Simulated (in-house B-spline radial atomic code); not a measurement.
# PBE0 excitations of Pb4+

Method: PBE0. Computed with a B-spline radial code for spherical atoms: linear response of the closed shell [Xe] 4f14 5d10 with the functional's adiabatic kernel; scalar-relativistic (spin-free one-electron X2C), finite nucleus, no spin-orbit coupling, no double excitations, S, P, D and F terms only; shells from n = 3 respond. Only terms of natural parity with L up to 3 were computed.

Spin-orbit coupling is strong here, so these LS terms don't match observed levels.

Command:
```bash
python run_td.py task.json out
```
Settings (radii: box in bohr, nucleus in fm):
```
Z                        82
electrons                78
configuration            [Xe] 4f14 5d10
hamiltonian              x2c
method                   pbe0
box_radius               19.1
rms_radius               5.5012
intervals                70
```

Time taken, with all properties: 13 s on 1 thread of Arm Neoverse N1 (shared host).

The lowest states, in the order of their Tamm-Dancoff energies; the method's threshold (minus the highest occupied level) is 63.93 eV. Labels give the largest channel, * marks a mixed state, and oscillator strengths are full-response dipole values. Semilocal kernels can invert the small singlet-triplet splittings of Rydberg terms. Energies in eV:

```csv
state,full response,Tamm-Dancoff,oscillator strength
5d → 6s 3D,?,?,-
5d → 6s 1D,14.908,14.943,-
5d → 6p 3P,?,?,-
5d → 6p 3F,26.328,26.350,-
5d → 6p 1F,26.803,26.806,-
5d → 6p 1P,27.761,27.854,1.08
5d → 6d 3S,39.77,39.79,-
5d → 6d 3D,40.45,40.45,-
5d → 6d 1D,40.78,40.79,-
5d → 7s 3D,41.24,41.24,-
```

Task: Where does 5d → 6s 3D lie?

Result: At 13.820 eV in full response, 13.854 eV in Tamm-Dancoff.

Task: Where does 5d → 6p 3P lie?

Result: At 26.020 eV in full response, 26.055 eV in Tamm-Dancoff.

Task: How large is the singlet-triplet splitting of 5d → 6s (D terms) in Tamm-Dancoff?

Result: 1.09 eV, from the unrounded values.

Task: What polarisabilities and dispersion coefficient does the method give?

Result: Dipole 3.78 bohr³, quadrupole 11.16 bohr⁵, C6 20.05 hartree·bohr⁶ for two such species.
